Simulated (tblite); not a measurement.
A geometry optimisation, step by step.

Species: C5H11B2NO2.
Numbering: `[CH2:1]=[C:2]([BH2-:3][N+:4]#[C:5][CH3:6])[CH2:7][B:8]([OH:9])[OH:10]` (hydrogens: H11, H12 on C1; H13, H14 on B3; H15, H16, H17 on C6; H18, H19 on C7; H20 on O9; H21 on O10)
Bond orders are those of one Lewis drawing.

Computed with GFN2-xTB (tblite), gas phase: L-BFGS steps from a force-field or distance-geometry start until the largest atomic force falls under 0.01 eV/Å. 6 of its 208 geometries are shown.

Step 0: E = -811.2363 eV, largest atomic force 3.879 eV/Å
```
atom  x, y, z in Å  |  force x, y, z in eV/Å
C1     -0.550   -2.248   -1.119    0.111   0.367  -0.098
C2     -0.582   -1.016   -0.609    0.079  -1.565   0.195
B3      0.302    0.151   -1.214   -0.152   0.733   0.301
N4      1.465    0.413   -0.317    0.702   0.150   0.467
C5      2.365    0.616    0.394   -0.415   0.133  -0.280
C6      3.495    0.906    1.277   -0.430   0.411  -0.099
C7     -1.442   -0.760    0.592   -1.248  -1.098   0.394
B8     -2.534    0.353    0.332    0.961   2.600  -2.713
O9     -2.409    1.585    1.091    0.501  -0.745  -0.852
O10    -3.022    0.486   -1.042   -0.221   0.926   2.885
H11    -1.137   -3.072   -0.730   -0.006   0.101  -0.079
H12     0.060   -2.467   -1.988   -0.121  -0.052   0.196
H13    -0.416    1.116   -1.176    0.563   0.224  -0.102
H14     0.654   -0.141   -2.298    0.441   0.185  -0.089
H15     3.157    1.328    2.257    0.044  -0.612  -0.706
H16     4.152    1.693    0.851   -0.387  -0.537  -0.070
H17     4.073   -0.016    1.416   -0.156   0.301   0.100
H18    -2.018   -1.715    0.819    0.982   0.811   0.194
H19    -0.817   -0.427    1.428   -0.138  -0.467   0.097
H20    -1.460    1.822    1.230   -1.405  -0.566   0.051
H21    -3.344    1.411   -1.196    0.295  -1.301   0.207
```

Step 41: E = -812.4547 eV, largest atomic force 0.050 eV/Å
```
atom  x, y, z in Å  |  force x, y, z in eV/Å
C1     -0.502   -2.266   -1.128   -0.008   0.005  -0.010
C2     -0.506   -1.035   -0.642   -0.008  -0.009  -0.034
B3      0.405    0.151   -1.266   -0.010   0.020  -0.024
N4      1.489    0.408   -0.316    0.016   0.033  -0.034
C5      2.365    0.604    0.405   -0.001  -0.005   0.000
C6      3.469    0.868    1.279    0.001  -0.008   0.008
C7     -1.410   -0.681    0.515    0.009  -0.005   0.011
B8     -2.381    0.547    0.176   -0.003   0.002  -0.011
O9     -2.356    1.737    0.856    0.041  -0.013  -0.012
O10    -3.299    0.421   -0.801   -0.019  -0.005   0.019
H11    -1.144   -3.046   -0.740   -0.001  -0.021  -0.004
H12     0.130   -2.551   -1.953    0.004   0.001  -0.013
H13    -0.196    1.179   -1.354    0.005  -0.004   0.009
H14     0.950   -0.155   -2.282   -0.004  -0.004   0.030
H15     3.107    1.235    2.240    0.003   0.003   0.007
H16     4.117    1.621    0.829   -0.003   0.000   0.014
H17     4.042   -0.045    1.438    0.000  -0.014   0.005
H18    -2.006   -1.559    0.777   -0.005   0.003   0.031
H19    -0.783   -0.446    1.382    0.007   0.030   0.027
H20    -1.683    1.815    1.529   -0.012   0.005  -0.004
H21    -3.816    1.215   -0.943   -0.011  -0.013  -0.015
```

Step 83: E = -812.5039 eV, largest atomic force 0.128 eV/Å
```
atom  x, y, z in Å  |  force x, y, z in eV/Å
C1     -0.571   -2.062   -1.213   -0.017   0.020  -0.006
C2     -0.412   -0.855   -0.690   -0.003   0.012   0.008
B3      0.480    0.302   -1.402   -0.004   0.006   0.024
N4      1.554    0.548   -0.433    0.014   0.021   0.022
C5      2.337    0.598    0.410    0.008  -0.017   0.004
C6      3.326    0.621    1.446    0.017  -0.001  -0.012
C7     -1.117   -0.486    0.599   -0.026  -0.029  -0.017
B8     -2.388    0.429    0.249   -0.080  -0.035  -0.093
O9     -2.407    1.790    0.376    0.033  -0.037   0.040
O10    -3.509   -0.157   -0.225    0.052   0.111   0.030
H11    -1.200   -2.813   -0.754   -0.003   0.012  -0.014
H12    -0.110   -2.343   -2.146    0.026   0.009   0.034
H13    -0.126    1.321   -1.530    0.037   0.012   0.004
H14     1.032   -0.046   -2.399   -0.056  -0.014   0.018
H15     2.876    0.919    2.393   -0.014   0.003  -0.024
H16     4.122    1.322    1.192   -0.009  -0.002  -0.001
H17     3.751   -0.378    1.553    0.015   0.006   0.014
H18    -1.444   -1.396    1.105    0.000   0.003  -0.002
H19    -0.421    0.035    1.266   -0.030  -0.008  -0.031
H20    -1.597    2.190    0.685    0.012   0.005  -0.045
H21    -4.184    0.476   -0.482    0.029  -0.078   0.043
```

Step 124: E = -812.6019 eV, largest atomic force 0.083 eV/Å
```
atom  x, y, z in Å  |  force x, y, z in eV/Å
C1     -0.581   -1.843   -1.326    0.046   0.003   0.064
C2     -0.386   -0.669   -0.740   -0.004  -0.037   0.019
B3      0.600    0.472   -1.346   -0.014  -0.039  -0.003
N4      1.721    0.463   -0.393    0.030   0.025   0.008
C5      2.462    0.426    0.486   -0.007   0.044  -0.026
C6      3.386    0.451    1.580   -0.012  -0.006  -0.013
C7     -1.095   -0.341    0.554   -0.046  -0.023   0.020
B8     -2.522    0.337    0.264   -0.010   0.007   0.010
O9     -2.694    1.298   -0.683    0.063  -0.030  -0.025
O10    -3.595   -0.050    0.991    0.047   0.003   0.040
H11    -1.233   -2.595   -0.902   -0.022   0.023  -0.016
H12    -0.098   -2.113   -2.251   -0.002   0.047   0.005
H13     0.162    1.586   -1.277   -0.024  -0.009  -0.024
H14     1.028    0.209   -2.421    0.049  -0.001   0.005
H15     2.857    0.760    2.484    0.046   0.019  -0.017
H16     4.188    1.159    1.364   -0.027  -0.033   0.051
H17     3.813   -0.538    1.746   -0.008  -0.009  -0.043
H18    -1.235   -1.237    1.161    0.014   0.007  -0.023
H19    -0.484    0.358    1.133   -0.022  -0.047   0.019
H20    -1.897    1.478   -1.185   -0.069   0.042  -0.017
H21    -4.405    0.404    0.759   -0.025   0.016  -0.033
```

Step 166: E = -812.6310 eV, largest atomic force 0.030 eV/Å
```
atom  x, y, z in Å  |  force x, y, z in eV/Å
C1     -0.491   -1.874   -1.311    0.007  -0.006   0.007
C2     -0.408   -0.715   -0.673    0.009  -0.016  -0.023
B3      0.554    0.488   -1.192   -0.013   0.000  -0.003
N4      1.657    0.534   -0.226    0.000   0.017   0.010
C5      2.486    0.523    0.572    0.007  -0.001  -0.020
C6      3.540    0.518    1.540   -0.002  -0.005   0.003
C7     -1.254   -0.461    0.547    0.016  -0.002  -0.025
B8     -2.587    0.367    0.206    0.009   0.018  -0.008
O9     -2.805    0.998   -0.977    0.016  -0.012   0.005
O10    -3.558    0.440    1.148   -0.018   0.008   0.001
H11    -1.141   -2.673   -0.978    0.000   0.010  -0.010
H12     0.080   -2.079   -2.203   -0.005   0.005   0.025
H13     0.045    1.568   -1.138   -0.019  -0.004  -0.003
H14     1.059    0.264   -2.248   -0.003   0.012   0.000
H15     3.151    0.813    2.515   -0.012  -0.009   0.004
H16     4.319    1.221    1.241   -0.001  -0.013  -0.002
H17     3.966   -0.483    1.611    0.007   0.004   0.011
H18    -1.541   -1.407    1.015    0.000   0.010   0.006
H19    -0.676    0.095    1.290    0.005   0.003   0.006
H20    -2.081    0.935   -1.602   -0.009  -0.014   0.011
H21    -4.322    0.944    0.863    0.008  -0.006   0.005
```

Step 207: E = -812.6381 eV, largest atomic force 0.008 eV/Å
```
atom  x, y, z in Å  |  force x, y, z in eV/Å
C1     -0.371   -1.840   -1.280    0.003   0.000   0.000
C2     -0.372   -0.668   -0.660   -0.003  -0.001  -0.001
B3      0.507    0.597   -1.181    0.001   0.000   0.002
N4      1.636    0.628   -0.243    0.003   0.001   0.003
C5      2.462    0.545    0.554   -0.002   0.000  -0.004
C6      3.495    0.438    1.539    0.001  -0.001  -0.001
C7     -1.238   -0.445    0.550    0.002  -0.001   0.003
B8     -2.580    0.360    0.191   -0.001   0.003   0.000
O9     -2.889    0.765   -1.069   -0.002   0.000   0.001
O10    -3.462    0.633    1.181    0.005   0.001  -0.006
H11    -0.971   -2.676   -0.943   -0.001   0.000   0.000
H12     0.224   -2.019   -2.161   -0.002   0.000  -0.004
H13    -0.055    1.643   -1.059    0.001   0.000  -0.001
H14     0.977    0.439   -2.264    0.002   0.000   0.001
H15     3.099    0.708    2.518   -0.001   0.001  -0.001
H16     4.319    1.107    1.289    0.001   0.000   0.002
H17     3.863   -0.587    1.573    0.000   0.001   0.001
H18    -1.516   -1.401    1.004    0.000   0.000   0.001
H19    -0.681    0.111    1.309   -0.001   0.000  -0.001
H20    -2.216    0.574   -1.722   -0.005  -0.001   0.005
H21    -4.239    1.103    0.875    0.000  -0.001  -0.001
```

**Question.** Summarise the path.

**Answer.** The energy falls by 135.25 kJ/mol from step 0 to step 207; nine tenths of that is first reached at step 79. It rises by more than 0.2 meV at steps 2, 66, 72, 95, 110 and 117. The largest force goes from 3.879 to 0.008 eV/Å. Among the bonds B8–O10 changes most, from 1.464 to 1.354 Å; the atoms move by 1.206 Å rms after alignment.

The cost below is that of the whole relaxation. The run took 2.3 s of wall time on one thread of an Intel Xeon at 2.70 GHz, shared host.
